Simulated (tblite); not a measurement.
Compound: C6H11BF2Se.
SMILES with atom numbers: `[F:1][CH:2]([F:3])[C@@H:4]1[BH:5][CH2:6][CH2:7][CH2:8][CH2:9][Se:10]1` (hydrogens: H11 on C2; H12 on C4; H13 on B5; H14, H15 on C6; H16, H17 on C7; H18, H19 on C8; H20, H21 on C9)

Computed with GFN2-xTB (tblite), gas phase: L-BFGS steps from a force-field or distance-geometry start until the largest atomic force falls under 0.01 eV/Å.

Step 145: E = -879.5245 eV
```
atom  x, y, z in Å  |  force x, y, z in eV/Å
F1      3.6835    0.1000    0.0428    0.047  -0.011  -0.018
C2      2.6817    0.9885    0.2661    0.019  -0.037   0.018
F3      3.1056    1.7659    1.2965    0.007   0.055  -0.009
C4      1.3945    0.2798    0.6376    0.003   0.002   0.022
B5      0.9090   -0.7980   -0.4135   -0.013   0.005   0.057
C6     -0.4348   -1.5947   -0.2591    0.032  -0.030   0.066
C7     -1.5095   -1.0257    0.6687    0.058   0.053  -0.006
C8     -2.1898    0.1898    0.0473   -0.053   0.048  -0.024
C9     -1.2116    1.2864   -0.3519   -0.061  -0.162   0.013
Se10    0.0906    1.7394    1.0565    0.041   0.016   0.031
H11     2.5962    1.6299   -0.6240    0.009  -0.008   0.029
H12     1.5816   -0.2151    1.5999   -0.051  -0.010  -0.003
H13     1.6371   -1.0693   -1.2904   -0.035   0.030  -0.050
H14    -0.1402   -2.5766    0.1315    0.009  -0.027  -0.071
H15    -0.8898   -1.7942   -1.2323    0.037  -0.089  -0.034
H16    -2.2698   -1.7830    0.8747    0.028   0.024   0.012
H17    -1.0512   -0.7398    1.6185   -0.073   0.002   0.023
H18    -2.7221   -0.1232   -0.8565   -0.036   0.036   0.022
H19    -2.9262    0.5876    0.7474    0.020   0.017   0.033
H20    -0.6103    0.9609   -1.2004    0.037   0.082  -0.106
H21    -1.7337    2.2084   -0.6050   -0.023   0.006  -0.005
```

Step 146: E = -879.5275 eV
```
atom  x, y, z in Å  |  force x, y, z in eV/Å
F1      3.6815    0.0931    0.0319    0.031  -0.015  -0.008
C2      2.6876    0.9867    0.2731    0.048  -0.032   0.016
F3      3.1227    1.7401    1.3185   -0.028   0.040  -0.063
C4      1.3934    0.2841    0.6331    0.019  -0.001   0.050
B5      0.9060   -0.7902   -0.4204   -0.007   0.002   0.004
C6     -0.4330   -1.5938   -0.2519    0.045  -0.084  -0.045
C7     -1.5084   -1.0236    0.6731    0.059   0.017  -0.041
C8     -2.1908    0.1874    0.0457    0.017   0.018  -0.049
C9     -1.2146    1.2845   -0.3579   -0.057  -0.127  -0.064
Se10    0.0915    1.7486    1.0438    0.037  -0.009   0.020
H11     2.6092    1.6426   -0.6083    0.003  -0.009   0.072
H12     1.5682   -0.2128    1.5972   -0.041  -0.002  -0.015
H13     1.6231   -1.0476   -1.3139   -0.072   0.038   0.011
H14    -0.1354   -2.5716    0.1465    0.032  -0.020  -0.058
H15    -0.8885   -1.8103   -1.2245    0.056  -0.045   0.040
H16    -2.2656   -1.7836    0.8777   -0.003   0.016   0.021
H17    -1.0519   -0.7405    1.6232   -0.060   0.042   0.046
H18    -2.7241   -0.1354   -0.8548   -0.019   0.066   0.033
H19    -2.9235    0.5882    0.7440   -0.042   0.040   0.074
H20    -0.6151    0.9658   -1.2133    0.000   0.073  -0.041
H21    -1.7414    2.2054   -0.6084   -0.016  -0.007  -0.001
```

Step 147: E = -879.5300 eV
```
atom  x, y, z in Å  |  force x, y, z in eV/Å
F1      3.6845    0.0927    0.0283    0.044  -0.075  -0.005
C2      2.6924    0.9847    0.2763    0.003  -0.033  -0.001
F3      3.1300    1.7295    1.3246   -0.018   0.078  -0.012
C4      1.3936    0.2864    0.6323    0.037  -0.023   0.040
B5      0.9061   -0.7882   -0.4215   -0.056   0.023   0.014
C6     -0.4320   -1.5943   -0.2502    0.052  -0.130  -0.042
C7     -1.5089   -1.0229    0.6742    0.078  -0.035  -0.039
C8     -2.1914    0.1868    0.0447    0.020   0.005  -0.021
C9     -1.2171    1.2826   -0.3628   -0.039  -0.031  -0.090
Se10    0.0911    1.7519    1.0388    0.025  -0.027  -0.021
H11     2.6180    1.6445   -0.6012   -0.019   0.022   0.045
H12     1.5618   -0.2093    1.5977   -0.031  -0.008  -0.007
H13     1.6164   -1.0375   -1.3210   -0.046   0.024  -0.006
H14    -0.1314   -2.5715    0.1506    0.031   0.014  -0.040
H15    -0.8848   -1.8233   -1.2221    0.049   0.004   0.062
H16    -2.2677   -1.7823    0.8776    0.012   0.018   0.014
H17    -1.0529   -0.7445    1.6275   -0.076   0.056  -0.007
H18    -2.7288   -0.1389   -0.8528   -0.010   0.074   0.046
H19    -2.9202    0.5910    0.7466   -0.034   0.028   0.048
H20    -0.6192    0.9758   -1.2251   -0.023   0.041   0.009
H21    -1.7485    2.2038   -0.6082    0.001  -0.027   0.011
```

Task: Estimate the geometry and energy of step 148. (The exact step hangs on the optimiser's Hessian estimate; all steps are aligned on step 147, rigid shifts and turns removed.)

Result: E = -879.5323 eV, largest force 0.136 eV/Å
```
atom  x, y, z in Å  |  force x, y, z in eV/Å
F1      3.6864    0.0878    0.0209    0.012  -0.055   0.009
C2      2.6980    0.9812    0.2816    0.001  -0.011   0.001
F3      3.1406    1.7138    1.3375   -0.024   0.050  -0.027
C4      1.3943    0.2875    0.6305    0.040  -0.018   0.044
B5      0.9029   -0.7816   -0.4268   -0.043   0.014   0.012
C6     -0.4298   -1.5952   -0.2473    0.047  -0.121  -0.041
C7     -1.5069   -1.0225    0.6768    0.048  -0.048  -0.037
C8     -2.1910    0.1859    0.0453    0.021  -0.025  -0.019
C9     -1.2196    1.2795   -0.3707   -0.013   0.042  -0.077
Se10    0.0930    1.7565    1.0292    0.001  -0.031  -0.055
H11     2.6249    1.6535   -0.5872   -0.014   0.001   0.046
H12     1.5505   -0.2075    1.5979   -0.012  -0.015  -0.008
H13     1.6054   -1.0212   -1.3350   -0.044   0.024  -0.006
H14    -0.1252   -2.5694    0.1571    0.039   0.018  -0.025
H15    -0.8833   -1.8332   -1.2169    0.040   0.022   0.066
H16    -2.2658   -1.7824    0.8799    0.012   0.018   0.010
H17    -1.0558   -0.7439    1.6323   -0.050   0.061  -0.017
H18    -2.7317   -0.1450   -0.8474   -0.017   0.074   0.021
H19    -2.9187    0.5935    0.7472   -0.014   0.021   0.045
H20    -0.6230    0.9793   -1.2370   -0.041   0.015   0.040
H21    -1.7543    2.2003   -0.6135    0.012  -0.037   0.018
```

The energy changes by -0.0023 eV. The first-order estimate −F·Δx gives -0.0030 eV and the mean of the old and new forces, exact on a quadratic surface, -0.0023 eV. The step makes an angle of 80° with the force vector and moves no atom by more than 0.024 Å.

The cost below is that of the whole relaxation. The run took 3.1 s of wall time on one thread of an Arm Neoverse N1, no GPU, shared host with 64 logical CPUs at a one-minute load of 62.
